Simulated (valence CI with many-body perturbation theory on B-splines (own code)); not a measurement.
Values are calculated unless marked as measured or tabulated.
## Level structure of Sr XXVI

Method: configuration interaction combined with many-body perturbation theory (CI+MBPT): three valence electrons over a frozen Dirac-Fock core [Ne], a basis of 9 s, 9 p, 8 d, 6 f, 3 g, 1 h functions for each j, with the one-electron correlation potential Σ1, the two-electron term Σ2, the three-electron term Σ3, Breit, model QED; selected CI, second order for the rest, scaled by the run's own slope (own B-spline code, finite nucleus).

No measured levels were compared; by estimate levels of excited configurations hold to 0.05 to 0.15 % of their energy, terms of the ground configuration to about 0.5 %.

Levels 1 to 31 of 31, with energies above the lowest level, 3s²3p ²P°_1/2. "Leading %" is the weight of the configuration and term that name the level; weights of strongly mixed levels are sums over their largest components and can fall short, so below about 35 % the name and the second component can differ from the true leading terms, or belong to a minority configuration.

| No. | Configuration | Term | J | E (eV) | Leading % | g | Second component |
| --- | --- | --- | --- | --- | --- | --- | --- |
| 1 | 3s²3p | ²P° | 1/2 | 0.00 | 98 | 0.662 |  |
| 2 | 3s²3p | ²P° | 3/2 | 15.68 | 98 | 1.331 |  |
| 3 | 3s3p² | ⁴P | 1/2 | 56.22 | 89 | 2.570 | 9 % 3s3p² ²S |
| 4 | 3s3p² | ⁴P | 3/2 | 65.11 | 97 | 1.713 |  |
| 5 | 3s3p² | ⁴P | 5/2 | 70.43 | 75 | 1.499 | 23 % 3s3p² ²D |
| 6 | 3s3p² | ²D | 3/2 | 80.80 | 79 | 0.846 | 12 % 3s²3d ²D |
| 7 | 3s3p² | ²D | 5/2 | 86.74 | 64 | 1.295 | 24 % 3s3p² ⁴P |
| 8 | 3s3p² | ²P | 1/2 | 90.43 | 64 | 1.179 | 26 % 3s3p² ²S |
| 9 | 3s3p² | ²S | 1/2 | 106.09 | 63 | 1.581 | 32 % 3s3p² ²P |
| 10 | 3s3p² | ²P | 3/2 | 106.95 | 82 | 1.258 | 13 % 3s²3d ²D |
| 11 | 3s²3d | ²D | 3/2 | 115.79 | 74 | 0.840 | 17 % 3s3p² ²D |
| 12 | 3s²3d | ²D | 5/2 | 117.73 | 85 | 1.199 | 12 % 3s3p² ²D |
| 13 | 3p³ | ²D° | 3/2 | 143.83 | 35 | 1.199 | 24 % 3p³ ²P° |
| 14 | 3p³ | ²D° | 5/2 | 152.09 | 58 | 1.187 | 35 % 3s3p3d ²D° |
| 15 | 3p³ | ⁴S° | 3/2 | 153.34 | 51 | 1.364 | 17 % 3s3p3d ⁴F° |
| 16 | 3s3p3d | ⁴F° | 3/2 | 156.14 | 75 | 0.637 | 11 % 3p³ ⁴S° |
| 17 | 3s3p3d | ⁴F° | 5/2 | 159.00 | 86 | 1.054 | 5 % 3p³ ²D° |
| 18 | 3s3p3d | ⁴F° | 7/2 | 163.69 | 86 | 1.251 | 10 % 3s3p3d ⁴D° |
| 19 | 3p³ | ²P° | 1/2 | 166.57 | 79 | 0.654 | 16 % 3s3p3d ²P° |
| 20 | 3s3p3d | ⁴P° | 5/2 | 167.51 | 55 | 1.464 | 27 % 3s3p3d ⁴D° |
| 21 | 3s3p3d | ⁴D° | 3/2 | 167.85 | 57 | 1.346 | 30 % 3s3p3d ⁴P° |
| 22 | 3s3p3d | ⁴D° | 1/2 | 168.42 | 83 | 0.269 | 8 % 3s3p3d ⁴P° |
| 23 | 3s3p3d | ⁴F° | 9/2 | 172.68 | 100 | 1.331 |  |
| 24 | 3p³ | ²P° | 3/2 | 174.10 | 43 | 1.296 | 16 % 3s3p3d ²D° |
| 25 | 3s3p3d | ²F° | 5/2 | 177.70 | 50 | 1.047 | 18 % 3s3p3d ⁴D° |
| 26 | 3s3p3d | ⁴D° | 7/2 | 178.59 | 86 | 1.398 | 12 % 3s3p3d ⁴F° |
| 27 | 3s3p3d | ⁴D° | 5/2 | 179.02 | 47 | 1.277 | 26 % 3s3p3d ²F° |
| 28 | 3s3p3d | ⁴P° | 1/2 | 179.04 | 90 | 2.419 | 9 % 3s3p3d ⁴D° |
| 29 | 3s3p3d | ⁴P° | 3/2 | 179.07 | 48 | 1.393 | 29 % 3s3p3d ⁴D° |
| 30 | 3s3p3d | ²D° | 3/2 | 180.42 | 44 | 1.045 | 19 % 3p³ ²D° |
| 31 | 3s3p3d | ²D° | 5/2 | 184.43 | 54 | 1.217 | 20 % 3s3p3d ⁴P° |

Names give the largest LS component (configuration and term), which can be under half, so a name can repeat, a term be missing and a line seem to break the LS rules; names also repeat where a configuration has a term twice.

The ionisation energy to 3s² ¹S0 of the next ion comes out as 1221.4 eV (NIST: 1211 ± 6 eV (semi-empirical)). All 31 levels together are meant to be complete up to 191.81 eV.
